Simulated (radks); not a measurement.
Values are calculated unless marked as measured or tabulated.
Coulomb parameter of the 5d shell of the platinum ion Pt3+ in the model configuration [Xe] 4f14 5d5 6p2, as a second difference U = [E(n + 1) + E(n - 1) - 2 E(n)] / (1)^2 with all orbitals relaxed. "Bare": the charge of the atom changes with n. "Screened": the 6p shell takes up the change at fixed total charge, which measures U(5d,5d) + U(6p,6p) - 2 U(5d,6p). Level of theory: scalar-relativistic Kohn-Sham, BLYP, spin-unpolarised, spherical densities, finite nucleus; Fermi nuclear charge, rms radius 5.427 fm (a radial shooting solver on a logarithmic mesh with Libxc functionals).

case,configuration,E - E(n) (eV)
start,[Xe] 4f14 5d5 6p2,0.000
bare +1,[Xe] 4f14 5d6 6p2,-40.210
bare -1,[Xe] 4f14 5d4 6p2,53.968
screened +1,[Xe] 4f14 5d6 6p1,-18.883
screened -1,[Xe] 4f14 5d4 6p3,21.402

U(bare) = 13.758 eV, U(screened by 6p) = 2.519 eV, against the Slater integral F0(5d,5d) = 17.328 eV with frozen orbitals.
